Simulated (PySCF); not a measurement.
PySCF job for Se(SiH3)(OSiH3) (H₆OSeSi₂), SMILES [SiH3]O[Se][SiH3], PBE-D3(BJ)/def2-SVP. Geometry: PBE-D3(BJ)/def2-SVP. This is a generated structure with no PubChem entry under its InChIKey; it may be hypothetical. One conformer was computed; it need not be the lowest.

```python
import numpy as np
from pyscf import gto, scf, dft, df
from pyscf.hessian import thermo

mol = gto.M(
    atom='''
    Se    0.13565002    0.20300048    0.91581612
    Si    1.68439230    1.08433595   -0.54503498
    H     2.78788579    0.10057770   -0.80741490
    H     2.22148425    2.30458220    0.15266117
    H     1.02649976    1.46266713   -1.84156561
    O    -0.33214589   -1.20113064   -0.22455834
    Si   -1.78405913   -0.96803221   -1.08408302
    H    -2.95666366   -0.81173995   -0.15409117
    H    -1.93518522   -2.21693869   -1.90344732
    H    -1.70361891    0.23962772   -1.97977186
    ''',
    basis='def2-SVP',
    charge=0,
    spin=0,
    max_memory=1600,
    verbose=3,
)
mf = dft.RKS(mol, xc='pbe').density_fit(auxbasis='def2-universal-jkfit')
mf.disp = 'd3bj'
mf.grids.level = 3
mf.conv_tol = 1e-11
mf.max_cycle = 100
mf.kernel()

# analytic Hessian; the response equations are solved on a coarser grid
h, args, fine = mf.Hessian(), (mf.mo_energy, mf.mo_coeff, mf.mo_occ), mf.grids
h.max_memory = max(150, 2.5e-5 * df.make_auxmol(mol, mf.with_df.auxbasis).nao * mol.nelec[0] * (mol.nelec[0] + mol.nao))  # MB; small integral blocks
h1ao = h.make_h1(mf.mo_coeff, mf.mo_occ)
mf.grids = dft.Grids(mol).set(level=1).build(with_non0tab=True)
mo1, mo_e1 = h.solve_mo1(*args, h1ao)
mf.grids = fine
hess = h.hess_elec(*args, mo1, mo_e1, h1ao) + h.hess_nuc()
if mf.do_disp():
    hess += h.get_dispersion()
for i in range(mol.natm):  # the analytic DFT Hessian lacks the response of the grid: restore translational invariance
    hess[i, i] -= hess[i].sum(axis=0)
hess = (hess + hess.transpose(1, 0, 3, 2)) / 2
vib = thermo.harmonic_analysis(mol, hess, imaginary_freq=False)
thermo.dump_normal_mode(mol, vib)
th = thermo.thermo(mf, vib['freq_au'][vib['freq_au'] > 0], 298.15, 101325)
thermo.dump_thermo(mol, th)
g0 = mf.nuc_grad_method().set(verbose=0).kernel()

# dipole derivatives [dipole axis, atom, xyz] from the same response
r, irp = mol.intor('int1e_r'), mol.intor('int1e_irp').reshape(3, 3, mol.nao, mol.nao)
sl, dm0, ok = mol.aoslice_by_atom(), np.array(mf.make_rdm1()), []
dmu = np.einsum('a,xt->xat', mol.atom_charges(), np.eye(3))
for a, (_, _, p0, p1) in enumerate(sl):
    dmu[:, a] += 2 * np.einsum('xtij,ij->xt', irp[:, :, :, p0:p1], dm0.reshape(-1, mol.nao, mol.nao).sum(0)[:, p0:p1])
    for u, c, occ, f in [(mo1, mf.mo_coeff, mf.mo_occ, 4)]:
        dmu[:, a] -= f * np.einsum('tui,xuv,vi->xt', u[a], r, c[:, occ > 0], optimize=True)
L = vib['norm_mode']
ir = 974.8801 * (np.einsum('xat,kat->kx', dmu, L) ** 2).sum(1)       # km/mol
apt = np.einsum('xax->a', dmu) / 3
print('mode   freq/cm-1   IR/(km/mol)')
for k, w in enumerate(vib['freq_wavenumber']):
    print(f'{k + 1:4d} {w:11.2f} {ir[k]:13.3f}')
print('max |gradient| / (hartree/bohr):', abs(g0).max())
print('APT charges:', apt.round(4))
```

Output:

```
converged SCF energy = -3058.10044527116

WARN: DFTD3 does not support analytical Hessian, using finite difference


WARN: Mole.unit (angstrom) is changed to Bohr

Mode                                 0                   1                   2
Irrep
Freq [cm^-1]                       65.4480            102.9360            123.3245
Reduced mass [au]                   4.0737              1.8149              1.2168
Force const [Dyne/A]                0.0103              0.0113              0.0109
Char temp [K]                      94.1651            148.1020            177.4365
Normal mode                   x     y     z       x     y     z       x     y     z
       0  Se                -0.01  0.01 -0.03   -0.01  0.01  0.03   -0.01 -0.01 -0.02
       1  Si                 0.08  0.01  0.06   -0.03 -0.06 -0.03    0.00 -0.00  0.01
       2   H                 0.06 -0.01  0.08   -0.09 -0.13 -0.03    0.29  0.22  0.36
       3   H                 0.08 -0.03  0.13    0.06 -0.03 -0.15   -0.37  0.29 -0.21
       4   H                 0.15  0.08  0.05   -0.09 -0.13 -0.02    0.04 -0.48 -0.15
       5   O                 0.03  0.04 -0.08    0.06  0.06 -0.07    0.03 -0.03 -0.01
       6  Si                -0.06 -0.05  0.05    0.02  0.00 -0.01    0.01  0.04  0.04
       7   H                 0.00 -0.21  0.17    0.00 -0.40  0.03    0.05  0.04  0.09
       8   H                -0.02 -0.02  0.00    0.22  0.15 -0.27   -0.05  0.08 -0.01
       9   H                -0.25  0.01  0.12   -0.19  0.21  0.25    0.02  0.08  0.09
Mode                                 3                   4                   5
Irrep
Freq [cm^-1]                      159.8783            176.8809            372.2031
Reduced mass [au]                   3.1373              1.8100              7.4330
Force const [Dyne/A]                0.0472              0.0334              0.6067
Char temp [K]                     230.0292            254.4923            535.5174
Normal mode                   x     y     z       x     y     z       x     y     z
       0  Se                -0.04 -0.00 -0.02    0.00  0.00  0.03    0.04  0.02 -0.03
       1  Si                -0.02 -0.01 -0.00   -0.02 -0.03 -0.00   -0.10 -0.07  0.09
       2   H                -0.17 -0.15 -0.13   -0.02 -0.03  0.04   -0.03  0.02  0.08
       3   H                 0.17 -0.15  0.09    0.00  0.03 -0.12   -0.20 -0.09  0.21
       4   H                -0.00  0.21  0.05   -0.07 -0.13 -0.00   -0.04  0.00  0.07
       5   O                 0.10 -0.06 -0.02    0.06  0.08 -0.11    0.00  0.00 -0.00
       6  Si                 0.06  0.05  0.07   -0.01 -0.02 -0.01    0.00  0.00 -0.00
       7   H                 0.15  0.17  0.16    0.11  0.32  0.08    0.00 -0.00  0.00
       8   H                -0.12  0.06  0.09   -0.20 -0.21  0.32    0.00  0.00 -0.00
       9   H                 0.12  0.03  0.05   -0.03 -0.25 -0.34    0.00  0.00  0.00
Mode                                 6                   7                   8
Irrep
Freq [cm^-1]                      510.1916            553.5237            557.2144
Reduced mass [au]                   5.0773              1.2476              1.1066
Force const [Dyne/A]                0.7787              0.2252              0.2024
Char temp [K]                     734.0521            796.3974            801.7075
Normal mode                   x     y     z       x     y     z       x     y     z
       0  Se                -0.01 -0.03 -0.03    0.01 -0.00 -0.02   -0.01  0.01 -0.01
       1  Si                -0.00 -0.00  0.01   -0.01  0.04  0.06    0.04 -0.02  0.03
       2   H                -0.02 -0.01 -0.03   -0.33 -0.33  0.13    0.18  0.29 -0.52
       3   H                 0.04  0.02 -0.06    0.43  0.14 -0.49   -0.03  0.09 -0.12
       4   H                -0.05 -0.05  0.01   -0.17 -0.29  0.04   -0.60 -0.10  0.33
       5   O                -0.03  0.17  0.07   -0.00 -0.03  0.02   -0.00 -0.02  0.00
       6  Si                 0.05  0.01  0.04   -0.02 -0.00 -0.01    0.00 -0.00 -0.00
       7   H                -0.03 -0.06 -0.04   -0.03  0.01 -0.02    0.03  0.00  0.04
       8   H                 0.31 -0.10  0.16   -0.03  0.01 -0.02   -0.04  0.01 -0.01
       9   H                -0.04 -0.05 -0.06    0.03  0.01  0.01   -0.03  0.01  0.00
Mode                                 9                  10                  11
Irrep
Freq [cm^-1]                      679.7671            691.7974            828.6779
Reduced mass [au]                   1.1939              1.3368              3.0030
Force const [Dyne/A]                0.3251              0.3769              1.2150
Char temp [K]                     978.0335            995.3424           1192.2830
Normal mode                   x     y     z       x     y     z       x     y     z
       0  Se                 0.00 -0.00 -0.00   -0.00 -0.01 -0.00    0.00  0.01  0.00
       1  Si                -0.00  0.00 -0.00   -0.00 -0.00  0.00    0.02  0.02 -0.01
       2   H                -0.02 -0.02  0.02    0.00  0.00 -0.00   -0.16 -0.22  0.15
       3   H                 0.02 -0.00 -0.00    0.01 -0.00 -0.01   -0.13 -0.07  0.24
       4   H                 0.05  0.01 -0.03    0.01 -0.01 -0.01   -0.26 -0.19  0.08
       5   O                -0.03 -0.02  0.06   -0.02  0.09  0.03   -0.14 -0.02 -0.10
       6  Si                 0.03  0.02 -0.04    0.02 -0.05 -0.01    0.07 -0.01  0.04
       7   H                 0.43 -0.12  0.49    0.22  0.15  0.21    0.04  0.02  0.01
       8   H                -0.11 -0.03  0.05   -0.57  0.20 -0.28    0.02  0.03 -0.02
       9   H                -0.59 -0.03 -0.16    0.30  0.14  0.27   -0.00 -0.03 -0.00
Mode                                12                  13                  14
Irrep
Freq [cm^-1]                      857.4972            876.8915            895.2264
Reduced mass [au]                   1.4956              1.0427              1.0527
Force const [Dyne/A]                0.6480              0.4724              0.4971
Char temp [K]                    1233.7475           1261.6516           1288.0315
Normal mode                   x     y     z       x     y     z       x     y     z
       0  Se                -0.00 -0.01 -0.00   -0.00  0.00 -0.00    0.00  0.00  0.00
       1  Si                 0.03  0.02 -0.02   -0.03  0.02 -0.01   -0.00  0.01  0.00
       2   H                -0.25 -0.30  0.08    0.28  0.31  0.14   -0.02 -0.01 -0.05
       3   H                -0.30 -0.09  0.42    0.57 -0.42  0.30    0.01 -0.04  0.07
       4   H                -0.30 -0.29  0.06   -0.09 -0.40 -0.09    0.02 -0.10 -0.04
       5   O                 0.10  0.02  0.07    0.01 -0.00  0.01   -0.01 -0.00 -0.00
       6  Si                -0.04  0.01 -0.02   -0.00 -0.00  0.00    0.02  0.01 -0.03
       7   H                -0.08 -0.02 -0.07    0.00  0.05 -0.00   -0.11 -0.31 -0.12
       8   H                -0.10  0.05 -0.07    0.04  0.02 -0.04   -0.34 -0.34  0.59
       9   H                -0.08 -0.04 -0.08   -0.02 -0.01 -0.02    0.00  0.29  0.37
Mode                                15                  16                  17
Irrep
Freq [cm^-1]                      908.9750            919.1921            945.7352
Reduced mass [au]                   1.0560              1.0501              1.0880
Force const [Dyne/A]                0.5140              0.5227              0.5734
Char temp [K]                    1307.8127           1322.5128           1360.7024
Normal mode                   x     y     z       x     y     z       x     y     z
       0  Se                -0.00 -0.00 -0.00   -0.00 -0.00 -0.00   -0.00 -0.00 -0.00
       1  Si                -0.00 -0.01 -0.00    0.00 -0.02 -0.03   -0.00 -0.00  0.01
       2   H                 0.08  0.05  0.14    0.17  0.02  0.63    0.00  0.03 -0.11
       3   H                 0.07 -0.00 -0.06    0.08  0.00 -0.09    0.02  0.02 -0.06
       4   H                -0.05  0.12  0.06   -0.38  0.43  0.31    0.11 -0.01 -0.05
       5   O                -0.00  0.01  0.00    0.01  0.00  0.02    0.01  0.00  0.01
       6  Si                 0.02  0.03  0.02   -0.00 -0.01 -0.01    0.04 -0.01  0.02
       7   H                -0.15 -0.61 -0.09   -0.02  0.14 -0.06   -0.30  0.28 -0.45
       8   H                -0.42  0.13 -0.08    0.00 -0.05  0.07   -0.33  0.14 -0.14
       9   H                 0.13 -0.31 -0.41   -0.12  0.11  0.13   -0.61  0.03  0.00
Mode                                18                  19                  20
Irrep
Freq [cm^-1]                     2155.1032           2158.9436           2163.8427
Reduced mass [au]                   1.0236              1.0236              1.0475
Force const [Dyne/A]                2.8011              2.8111              2.8897
Char temp [K]                    3100.7136           3106.2391           3113.2879
Normal mode                   x     y     z       x     y     z       x     y     z
       0  Se                -0.00  0.00  0.00   -0.00 -0.00 -0.00   -0.00  0.00  0.00
       1  Si                -0.01 -0.01  0.01   -0.01 -0.01  0.00   -0.00 -0.00 -0.00
       2   H                 0.18 -0.17 -0.04    0.23 -0.21 -0.05    0.02 -0.02 -0.01
       3   H                 0.17  0.39  0.23    0.20  0.46  0.27    0.03  0.07  0.04
       4   H                -0.19  0.10 -0.35   -0.15  0.08 -0.28    0.03 -0.02  0.06
       5   O                -0.00 -0.00 -0.00    0.00 -0.00  0.00   -0.00 -0.00 -0.00
       6  Si                -0.01  0.02 -0.01    0.01 -0.01  0.01   -0.03 -0.01  0.03
       7   H                 0.18 -0.02 -0.15   -0.22  0.02  0.18    0.69 -0.10 -0.56
       8   H                 0.01  0.12  0.07   -0.01 -0.09 -0.06    0.00  0.07  0.06
       9   H                -0.04 -0.53  0.40    0.04  0.48 -0.36    0.01  0.30 -0.21
Mode                                21                  22                  23
Irrep
Freq [cm^-1]                     2177.8115           2181.1414           2187.8594
Reduced mass [au]                   1.0517              1.0515              1.0462
Force const [Dyne/A]                2.9389              2.9473              2.9504
Char temp [K]                    3133.3858           3138.1768           3147.8425
Normal mode                   x     y     z       x     y     z       x     y     z
       0  Se                 0.00  0.00  0.00   -0.00  0.00  0.00    0.00 -0.00 -0.00
       1  Si                 0.02  0.01  0.03   -0.02  0.03  0.00   -0.00  0.00  0.00
       2   H                 0.03 -0.02  0.01    0.65 -0.58 -0.15    0.07 -0.06 -0.02
       3   H                -0.19 -0.45 -0.25   -0.12 -0.24 -0.14   -0.00 -0.01 -0.01
       4   H                -0.35  0.21 -0.68    0.10 -0.05  0.22    0.01 -0.00  0.01
       5   O                -0.00 -0.00 -0.00    0.00 -0.00 -0.00    0.00  0.00  0.00
       6  Si                -0.00 -0.00  0.00    0.00 -0.00 -0.00   -0.00  0.03  0.02
       7   H                 0.05 -0.01 -0.04   -0.01  0.00  0.01    0.11 -0.00 -0.08
       8   H                -0.00 -0.01 -0.00    0.01  0.08  0.05   -0.09 -0.79 -0.52
       9   H                 0.01  0.09 -0.07   -0.00 -0.02  0.01   -0.01 -0.09  0.08
temperature 298.1500 [K]
pressure 101325.00 [Pa]
Rotational constants [GHz] 4.20134 1.59589 1.26069
Symmetry number 1
Zero-point energy (ZPE) 0.05297 [Eh]   139066.254 [J/mol]
                           tot       elec      trans        rot        vib
Entropy [J/mol/K]       373.170      0.000    171.821    117.289     84.060
Cv [J/mol/K]            108.538      0.000     12.472     12.472     83.594
Cp [J/mol/K]            116.852      0.000     20.786     12.472     83.594
Internal energy [J/mol]                      3718.434   3718.434 152214.570
Internal energy [Eh]   -3058.03964  -3058.10045
Enthalpy [J/mol]                             6197.391   3718.434 152214.570
Enthalpy [Eh]          -3058.03869
Gibbs free energy [J/mol]                  -45030.944 -31251.159 127152.006
Gibbs free energy [Eh] -3058.08107
mode   freq/cm-1   IR/(km/mol)
   1       65.45         0.535
   2      102.94         0.626
   3      123.32         0.267
   4      159.88         0.646
   5      176.88         2.816
   6      372.20         6.215
   7      510.19         8.087
   8      553.52        11.483
   9      557.21         7.782
  10      679.77        28.734
  11      691.80        48.919
  12      828.68       376.484
  13      857.50        93.137
  14      876.89        42.794
  15      895.23        58.259
  16      908.98        83.133
  17      919.19        83.424
  18      945.74       190.279
  19     2155.10        42.089
  20     2158.94        61.284
  21     2163.84       127.308
  22     2177.81        81.529
  23     2181.14        67.167
  24     2187.86       119.865
max |gradient| / (hartree/bohr): 4.830754333023837e-05
APT charges: [ 0.0507  0.8949 -0.224  -0.2178 -0.2249 -0.8161  1.2893 -0.2555 -0.2473
 -0.2493]
```

Self-consistency was reached.

Cost: around 3 core-minutes (rough).
